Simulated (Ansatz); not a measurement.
This geometry of Cl3FGe + ClH (7 atoms, charge 0, multiplicity 1) is a first-order saddle point.

Computed with Ansatz 0.2.0, RKS LDA/def2-SVP.

```xyz
7
Properties=species:S:1:pos:R:3
Ge -0.300 0.033 -0.087
F 0.020 -0.212 1.838
Cl 1.830 0.133 -0.271
Cl -0.840 1.773 -1.197
Cl -0.819 -1.843 -0.921
Cl -2.392 0.205 1.159
H -1.087 -0.089 2.000
```

**Question.** Which two structures does it join? (They come from a converged band through this point; their orientation in space is the band's.)

**Answer.** Bonds broken: Ge1–F2, Cl6–H7. Bonds formed: Ge1–Cl6, F2–H7. Cl3FGe + ClH becomes Cl4Ge + FH.

Initial state:

```xyz
7
Properties=species:S:1:pos:R:3
Ge 0.166 0.000 -0.168
F 0.067 0.000 1.570
Cl 2.230 0.000 -0.592
Cl -0.744 1.758 -0.869
Cl -0.744 -1.758 -0.869
Cl -2.903 0.000 1.511
H -1.660 0.000 1.938
```

Final state:

```xyz
7
Properties=species:S:1:pos:R:3
Ge -0.463 0.292 -0.311
F -0.173 -1.172 2.018
Cl 1.514 0.690 0.304
Cl -0.873 1.540 -1.979
Cl -0.814 -1.699 -0.909
Cl -1.893 0.927 1.182
H -0.887 -0.578 2.217
```

**Question.** How far does it lie above each of them?

**Answer.** 49.5 kJ/mol above the first and 53.9 kJ/mol above the second. This is the barrier of this one path; another mechanism may lie lower. The orbitals stay closed-shell, which can raise the energy where a bond breaks towards radicals; this wasn't checked here.

Time of the run: 47 s on 4 threads of Arm Neoverse V2, on a shared host, peak memory 0.2 GiB.
